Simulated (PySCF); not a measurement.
# Two-component Hartree-Fock for Hg²⁺ (mercury, charge +2)

Start: [Xe] 4f14 5d9 6s1; 5d3/2 filled at m_j = -3/2, -1/2, +1/2, +3/2; 5d5/2 filled at m_j = -3/2, -1/2, +1/2, +3/2, +5/2; 6s1/2 filled at m_j = +1/2. Calculated with PySCF 2.14 in x2c-TZVPall-2c with one added diffuse shell each of s, p, d type (12s12p11d2f, 117 functions): generalised Hartree-Fock with the X2C-1e Hamiltonian and a Gaussian nucleus; spin-orbit coupling (SO) screened by Boettger's factors. This is a chosen level, not necessarily the ground level.

```csv
spinor shell,electrons,"ε, screened SO (eV)",weight of nominal j (screened SO),"rms radius, screened SO (bohr)"
1s1/2,2,-83561.4,1.000,0.0187
2s1/2,2,-14979.3,1.000,0.0755
2p1/2,2,-14348.6,1.000,0.0639
2p3/2,4,-12395.4,1.000,0.0720
3s1/2,2,-3641.6,1.000,0.193
3p1/2,2,-3358.7,1.000,0.184
3p3/2,4,-2919.7,1.000,0.201
3d3/2,4,-2456.7,1.000,0.176
3d5/2,6,-2363.1,1.000,0.180
4s1/2,2,-856.34,1.000,0.424
4p1/2,2,-733.96,1.000,0.429
4d3/2,4,-426.25,1.000,0.475
4d5/2,6,-405.45,1.000,0.486
5s1/2,2,-161.78,1.000,0.968
4f5/2,6,-145.05,0.999,0.526
4f7/2,8,-140.81,0.999,0.527
5p1/2,2,-119.64,0.999,1.05
5p3/2,4,-99.639,0.999,1.14
5d3/2,4,-40.354,0.960,1.47
5d5/2,5,-37.767,0.968,1.53
6s1/2,1,-27.710,0.998,2.63
```

Question: Where does 4p3/2 lie, and what is the 4p spin-orbit splitting (screened SO)?

Answer: At -626.47 eV, 107.49 eV above 4p1/2.

```csv
quantity,screened SO
E (hartree),-19638.53034
M_J,3
⟨J²⟩,12.005
⟨L²⟩,6.178
⟨S²⟩,2.181
```

Each row is a mean over spinors that exchange with the open shell spreads, by up to 5.093 eV (5p3/2).

Breit and QED terms are absent; they matter most for the inner s and p1/2 levels.

Densities and radii are taken from the X2C orbitals without a picture-change correction, which distorts them close to the nucleus.
